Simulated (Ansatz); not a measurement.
```yaml
crystal:
  periodic: [false, false, false]
  atoms:
    - {symbol: C, position_ang: [0.492693, 2.265249, -2.338035]}
    - {symbol: O, position_ang: [-0.229963, 1.763958, -1.270750]}
    - {symbol: Hf, position_ang: [-0.937882, 0.614264, 0.099851]}
    - {symbol: O, position_ang: [-0.466415, 1.537111, 1.746402]}
    - {symbol: O, position_ang: [-2.892406, 0.711103, -0.058861]}
    - {symbol: C, position_ang: [-1.348630, -1.896164, -0.111556]}
    - {symbol: C, position_ang: [-0.507284, -1.539200, -1.187588]}
    - {symbol: C, position_ang: [0.737176, -1.146571, -0.652841]}
    - {symbol: C, position_ang: [0.677872, -1.237619, 0.760978]}
    - {symbol: Si, position_ang: [2.036228, -0.844721, 1.959066]}
    - {symbol: C, position_ang: [-0.630019, -1.704713, 1.081234]}
    - {symbol: H, position_ang: [1.104318, 1.483931, -2.808341]}
    - {symbol: H, position_ang: [-0.178269, 2.673830, -3.102551]}
    - {symbol: H, position_ang: [1.162627, 3.068252, -2.009564]}
    - {symbol: H, position_ang: [-0.143306, 1.467224, 2.639758]}
    - {symbol: H, position_ang: [-3.534631, 1.416769, -0.070363]}
    - {symbol: H, position_ang: [-2.381375, -2.201709, -0.189242]}
    - {symbol: H, position_ang: [-0.774248, -1.553133, -2.234877]}
    - {symbol: H, position_ang: [1.586484, -0.799834, -1.225244]}
    - {symbol: H, position_ang: [1.453153, -0.384156, 3.248638]}
    - {symbol: H, position_ang: [2.913389, 0.218986, 1.404779]}
    - {symbol: H, position_ang: [2.871753, -2.043377, 2.239337]}
    - {symbol: H, position_ang: [-1.011254, -1.869533, 2.079770]}
basis:
  gaussian: {orbitals: def2-TZVPD, final_grid: {core_spheres: 1, valence_spheres: 1, degree: 1}}
hamiltonian: {xc: {name: wB97M-V}}
output: {forces: true}
```

```sh
$ ansatz run in.yaml --threads 4 --pin off --events-out ev --progress --plain --max-ram 63488MiB --backend cuda --devices 0, --max-vram 37GiB
```

It prints (some lines left out):

```
Functional definition: wB97M-V
2877 factors; their error is unknown
991 factors; integrals over basis functions are off by at most 5.0e-6 eV
mean field evaluation 1: about -21728.8717 eV, gradient 9.9e1 eV
mean field evaluation 2: about -21723.9239 eV, gradient 1.2e2 eV
mean field evaluation 4: about -21747.0290 eV, gradient 4.9e0 eV
mean field evaluation 8: about -21793.7806 eV, gradient 9.4e1 eV
mean field evaluation 16: about -21891.3773 eV, gradient 9.5e0 eV
a density is far from that of the atoms, so the factors are made again for it
4995 factors; integrals over basis functions are off by at most 1.2e-3 eV
1051 factors; integrals over basis functions are off by at most 4.6e-6 eV
mean field evaluation 32: about -21891.0589 eV, gradient 9.8e0 eV
mean field -21892.85289753 eV, -804.5475044757 hartree, gradient 5.3e-5 eV, S^2 0.000000; 0 other end points of the search recorded, 0 dependent functions left out
reference -21892.85292339 eV, -804.5475054259 hartree; 49, 49 occupied and 487, 487 virtual orbitals, 4995 factors
Total energy: -21892.85292339 eV, -804.5475054259 hartree
Atom 0 at     0.492693     2.265249    -2.338035 Å, force     1.848916    -7.188356     7.731033 eV/Å
Atom 1 at    -0.229963     1.763958    -1.270750 Å, force    -0.372134    -2.288556   -10.265446 eV/Å
Atom 2 at    -0.937882     0.614264     0.099851 Å, force   186.491472  -222.259020     4.224282 eV/Å
Atom 3 at    -0.466415     1.537111     1.746402 Å, force    -8.830795    -3.281381    10.689285 eV/Å
Atom 4 at    -2.892406     0.711103    -0.058861 Å, force    -3.600713     7.492332    -0.192941 eV/Å
Atom 5 at    -1.348630    -1.896164    -0.111556 Å, force    32.226240    -5.262937     6.423013 eV/Å
Atom 6 at    -0.507284    -1.539200    -1.187588 Å, force   -38.145981   137.912873    32.050457 eV/Å
Atom 7 at     0.737176    -1.146571    -0.652841 Å, force   -59.739025     2.419847   -23.042451 eV/Å
Atom 8 at     0.677872    -1.237619     0.760978 Å, force  -145.822540   152.080884    28.317482 eV/Å
Atom 9 at     2.036228    -0.844721     1.959066 Å, force   -11.573282    -2.813422    -9.275114 eV/Å
Atom 10 at    -0.630019    -1.704713     1.081234 Å, force    36.169842   -28.745857   -22.850314 eV/Å
Atom 11 at     1.104318     1.483931    -2.808341 Å, force    -4.318412     0.990373    -0.103657 eV/Å
Atom 12 at    -0.178269     2.673830    -3.102551 Å, force    -0.802732    -1.754227     0.135202 eV/Å
Atom 13 at     1.162627     3.068252    -2.009564 Å, force    -2.847703    -3.904357    -3.907287 eV/Å
Atom 14 at    -0.143306     1.467224     2.639758 Å, force    -2.678176    -0.108926    -8.042481 eV/Å
Atom 15 at    -3.534631     1.416769    -0.070363 Å, force     6.655822    -6.012096    -3.128281 eV/Å
Atom 16 at    -2.381375    -2.201709    -0.189242 Å, force     3.345906     2.450220     5.111225 eV/Å
Atom 17 at    -0.774248    -1.553133    -2.234877 Å, force    12.894758   -19.856377    -7.545802 eV/Å
Atom 18 at     1.586484    -0.799834    -1.225244 Å, force    -2.368795    -2.285547    -0.357874 eV/Å
Atom 19 at     1.453153    -0.384156     3.248638 Å, force     2.910352     2.385456    -6.261588 eV/Å
Atom 20 at     2.913389     0.218986     1.404779 Å, force    -2.297002    -6.630534     3.197011 eV/Å
Atom 21 at     2.871753    -2.043377     2.239337 Å, force    -1.173027     3.911693     1.401658 eV/Å
Atom 22 at    -1.011254    -1.869533     2.079770 Å, force     2.027007     2.747915    -4.307411 eV/Å
Dipole moment:     0.079649     0.005836    -1.056014 e Å
```

Task: Something in this input is off. What?

Result: The integration grid is far too coarse. The calculation finished and met its thresholds. The result belongs to that input, not to the molecule as meant.
